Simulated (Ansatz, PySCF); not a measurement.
Reaction (SMILES): F[SiH3] [fluorosilane] -> [SiH3] (SiH3) + F atom (the F-Si bond at the site shown breaks; other sites are not compared here)
Structures are relaxed separately at B3LYP-D3(BJ)/def2-TZVP in Ansatz (a program for electronic structure). Frequencies are from Ansatz or PySCF.

Property: bond dissociation energy (0 K, with B3LYP-D3(BJ) harmonic zero-point energies), in kcal/mol. Valence correlation only, unless marked. UHF or UKS for open shells. Spin-orbit coupling is left out. No relativistic terms. Basis-set limits of correlation are two-point, X^-3; Hartree-Fock from the larger set.

| level | program | bond dissociation energy (kcal/mol) |
|---|---|---|
| HF/def2-TZVPPD | Ansatz | 110.9 |
| HF/cc-pV(Q+d)Z | Ansatz | 111.8 |
| HF/def2-QZVPPD | Ansatz | 111.7 |
| BHLYP/def2-TZVPD | Ansatz | 140.0 |

### Question
Predict the CCSD(T)/CBS(def2-TZVPPD,def2-QZVPPD) result (Ansatz).

### Answer
150.5 kcal/mol, so BHLYP/def2-TZVPD differs from it by -10.5 kcal/mol.
